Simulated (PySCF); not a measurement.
# Electron correlation in As⁺ (arsenic, charge +1)

[Ar] 3d10 4s2 4p1 5s1, 5s spin antiparallel (an excited configuration). All numbers are calculated (PySCF 2.14, no relativity, point nucleus, in dyall-av2z (16s12p8d, 92 functions)). Frozen: [Ar] 3d10; 4 electrons correlated; the 34 highest virtual orbitals of each spin left out.

MP2 pair energies summed by pair of shells (mhartree):

```tsv
pair	energy	share (%)
4s-4s	-20.79	45.2
4s-4p	-14.85	32.3
4s-5s	-6.78	14.7
4p-5s	-3.55	7.7
```

Total MP2 correlation energy: -45.97 mhartree.

Same-spin part -5.43 and opposite-spin part -40.54 mhartree; SCS-MP2 scales them by 1/3 and 6/5 to -50.46 mhartree.
